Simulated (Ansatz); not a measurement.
Cu₅H₅. The state is a singlet with charge 0. Geometry PBE-D4/def2-SVP.

Cartesian coordinates in Å:
```
Cu 2.0364 0.7307 0.1059
Cu -1.3846 -1.8377 -0.5968
Cu 0.6354 -1.1127 0.5352
Cu -1.2703 0.3472 0.4555
Cu 0.1727 2.1579 0.0233
H 1.7836 2.3159 -0.2108
H 2.2421 -0.8558 0.4135
H -1.4277 1.9574 0.2467
H -1.7767 -2.4445 -1.9340
H -1.0111 -1.2582 0.9616
```

HSE06 is defined as in plane-wave codes, on full-range PBE exchange. No other spin state of charge 0 was run. Another isomer (singlet) lies 0.96 eV lower at PBE0-D4/def2-TZVP; other spin states weren't run for this one.

Task: Estimate the orbital energies around the gap (eV) in Ansatz with HF/def2-TZVP, PBE-D4/def2-TZVP, r2SCAN-D4/def2-TZVP, PBE0-D4/def2-TZVP, HSE06-D4/def2-TZVP.

Result: 
```csv
orbital,HF/def2-TZVP,PBE-D4/def2-TZVP,r2SCAN-D4/def2-TZVP,PBE0-D4/def2-TZVP,HSE06-D4/def2-TZVP
HOMO−5,-13.34,-6.28,-6.37,-8.17,-7.75
HOMO−4,-12.68,-6.18,-6.28,-8.09,-7.68
HOMO−3,-11.68,-6.16,-6.23,-7.92,-7.51
HOMO−2,-11.03,-6.13,-6.21,-7.65,-7.24
HOMO−1,-10.86,-6.06,-6.12,-7.45,-7.04
HOMO,-8.89,-5.51,-5.58,-6.52,-6.12
LUMO,0.91,-2.98,-2.71,-2.00,-2.35
LUMO+1,1.05,-2.76,-2.59,-1.99,-2.34
LUMO+2,1.38,-2.41,-2.25,-1.59,-1.94
LUMO+3,2.01,-1.29,-0.96,-0.35,-0.71
LUMO+4,2.14,-0.86,-0.50,0.03,-0.32
LUMO+5,2.49,-0.44,-0.14,0.47,0.11
```
